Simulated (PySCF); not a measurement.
Compound: C2H10Si2.
Structure used (PBE0-D3(BJ)/def2-SVP), in Å, numbered top down from 1:
```xyz
14
C2H10Si2 angstrom
C     -1.8360    0.4767   -0.3570
Si    -0.9501   -0.2075    1.1525
C      0.8813    0.2422    1.1445
Si     1.8715   -0.4107   -0.3146
H     -1.7608    1.5749   -0.3912
H     -2.9039    0.2103   -0.3334
H     -1.4067    0.0771   -1.2886
H     -1.5885    0.3317    2.3962
H     -1.0830   -1.6994    1.1852
H      1.3356   -0.1432    2.0739
H      0.9810    1.3413    1.1747
H      1.7283   -1.8961   -0.4203
H      1.3831    0.1943   -1.5933
H      3.3245   -0.0857   -0.1736
```

Jobs on this species (14 atoms, 50 electrons) with PySCF (density fitting). Hardware of each: an Arm Neoverse V2 with one thread, on a shared host. The host was shared with other jobs, so the times are rough. Peak memory is the resident size of the whole Python process, interpreter and libraries included.

```csv
level and settings,work,basis functions,SCF cycles,wall time,peak memory
"delta-SCF UKS SCAN, pcX-2 on the ionised atom, pcseg-1 elsewhere, spin-free X2C","ΔSCF core ionisation, 6 holes",156,?,?,?
"delta-SCF UKS B3LYP, pcX-2 on the ionised atom, pcseg-1 elsewhere, spin-free X2C","ΔSCF core ionisation, 6 holes",156,73,36 s,0.63 GiB
"delta-SCF UKS SCAN, pcX-2 on the ionised atom, pcseg-1 elsewhere, non-relativistic","ΔSCF core ionisation, 6 holes",156,78,32 s,0.53 GiB
"delta-SCF UKS SCAN, def2-TZVP on the ionised atom, pcseg-1 elsewhere, spin-free X2C","ΔSCF core ionisation, 6 holes",133,76,30 s,0.53 GiB
"delta-SCF UKS HF, pcX-2 on the ionised atom, pcseg-1 elsewhere, spin-free X2C","ΔSCF core ionisation, 6 holes",156,70,20 s,0.53 GiB
"delta-SCF UKS PBE, pcX-2 on the ionised atom, pcseg-1 elsewhere, spin-free X2C","ΔSCF core ionisation, 6 holes",156,78,20 s,0.53 GiB
"PBE0-D3(BJ)/def2-SVP, grid level 1",geometry optimisation from a GFN2-xTB start shaken at random,114,29,20 s,0.47 GiB
"delta-SCF UKS PBE0, pcX-2 on the ionised atom, pcseg-1 elsewhere, spin-free X2C","ΔSCF core ionisation, 6 holes",156,71,36 s,0.60 GiB
"delta-SCF UKS SCAN, pcX-1 on the ionised atom, pcseg-1 elsewhere, spin-free X2C","ΔSCF core ionisation, 6 holes",136,78,27 s,0.53 GiB
```

Task: Fill in the missing figures.

Result: 
- delta-SCF UKS SCAN, pcX-2 on the ionised atom, pcseg-1 elsewhere, spin-free X2C; ΔSCF core ionisation, 6 holes: 33 s, 0.53 GiB, 80 SCF cycles

Task: What do all jobs in the table cost together?

Result: About 4.2 min; the longest takes about 14 % of that, and about 1.8 times as long as the shortest.
